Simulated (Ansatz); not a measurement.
Computed with Ansatz on PBE0-D4/def2-TZVP structures; ΔE is electronic, products minus reactants. CCSD(T)/CBS adds triple-zeta CCSD(T) − MP2 to the extrapolated MP2 energy (def2 sets, frozen cores). This one scheme is used for every species. Functionals use def2-TZVPP. Each species was taken in one conformer, which may not be the lowest.

Consider the cleavage of the B–Si bond: `CB[SiH2][SiH2]Cl` + CH₃OH → `CBOC` + `[SiH3][SiH2]Cl`.

```json
{"level": "B2PLYP", "ΔE (kJ/mol)": "-171.3"}
{"level": "CCSD/CBS(def2)", "ΔE (kJ/mol)": "-162.7"}
```

(1) What does CCSD(T)/CBS give? (Estimate.)

Largest T1 diagnostic among the species: 0.012.

Answers

(1) Ansatz gave: -161.3 kJ/mol. The listed levels differ from it by -10.0, -1.4 kJ/mol.

The D4 term adds +7.3 kJ/mol with B3LYP and +4.4 kJ/mol with PBE0; it sums over pairs of atoms, weighted by their polarisabilities, and B3LYP, whose exchange is more repulsive, gets the larger term. In def2-TZVPP, CCSD(T) changes the Hartree–Fock value by +15.3 kJ/mol (the triples alone add +1.4 kJ/mol) and MP2 by +12.4 kJ/mol.

B3LYP here is the variant with VWN-RPA as its local correlation; programs differ in this.
